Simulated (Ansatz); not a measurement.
`N#[C][Ge]([F])([F])[F]` + `C[SiH](O)F` → `[CH3][Ge]([F])([F])[C]#N` + `O[SiH](F)F`  (redistribution)

Computed with Ansatz on PBE0-D4/def2-TZVP structures; ΔE is electronic, products minus reactants. CBS: MP2 limit from def2 TZ/QZ plus the TZ coupled-cluster correction, frozen cores. DFT in def2-TZVPP. For Ge outer-core shells are correlated without core-valence functions, which leaves a few kJ/mol of doubt a bond. Scalar relativity is left out up to krypton. One conformer a species, not always the lowest.

`N#[C][Ge]([F])([F])[F]`:

```xyz
6

N    -0.842   -0.444    2.328
C    -0.457   -0.241    1.264
Ge    0.176    0.093   -0.487
F    -0.167    1.688   -0.946
F    -0.564   -0.956   -1.594
F     1.853   -0.140   -0.564
```

`C[SiH](O)F`:

Z-matrix (Å, degrees):
```
C
Si 1 1.851
H 1 1.093 2 110.5
H 1 1.093 2 110.6 3 -119.8
H 1 1.093 2 111.4 3 119.7
O 2 1.634 1 113.2 3 179.7
F 2 1.601 1 107.2 3 -59.2
H 2 1.477 1 113.7 3 59.6
H 6 0.958 2 119.0 1 51.4
```

`[CH3][Ge]([F])([F])[C]#N`:

Cartesian coordinates in Å:
```
C -0.764 -1.116 0.087
Ge 0.495 0.299 0.348
F 0.254 1.101 1.847
F 2.110 -0.283 0.397
C 0.484 1.678 -0.984
N 0.426 2.472 -1.815
H -1.775 -0.708 0.084
H -0.566 -1.608 -0.865
H -0.663 -1.836 0.900
```

`O[SiH](F)F`:

Z-matrix (Å, degrees):
```
Si
F 1 1.584
F 1 1.584 2 105.5
O 1 1.614 2 111.2 3 -120.7
H 1 1.463 2 110.2 3 118.9
H 4 0.958 1 120.9 2 58.5
```

```tsv
level	ΔE (kcal/mol)	difference from CCSD(T)/CBS
LDA (SPW92)	-27.6	1.6
PBE0-D4	-27.1	2.1
BHLYP-D4	-28.9	0.3
ωB97M-V	-27.7	1.5
B2PLYP	-27.8	1.4
PBE-QIDH	-27.7	1.5
CAM-B3LYP	-28.3	0.9
RPA@PBE/def2-TZVPP	-27.1	2.1
MP2/def2-SVP	-23.4	5.8
HF/def2-TZVPP	-28.7	0.5
CCSD(T)/def2-TZVPP	-27.6	1.6
HF/def2-QZVPP	-28.5	0.7
SCS-MP2/def2-QZVPP	-28.3	0.9
HF/CBS(def2)	-28.5	0.7
MP2/CBS(def2)	-29.7	-0.5
CCSD/CBS(def2)	-29.6	-0.4
CCSD(T)/CBS	-29.2	0
```

Largest T1 diagnostic among the species: 0.013.

From PBE to PBE0 (25 % exact exchange), in def2-TZVPP and without D4, ΔE moves by −1.1 kcal/mol. At CCSD(T), def2-SVP lies +6.0 kcal/mol from the extrapolated value and def2-TZVPP +1.6 kcal/mol. Leaving LDA and LC-ωPBE aside and taking each functional with its dispersion term where it has one, the values, not all of them listed here, spread over 3.8 kcal/mol, from BHLYP-D4 to revPBE-D4. LDA lies −1.6 kcal/mol from PBE without D4.
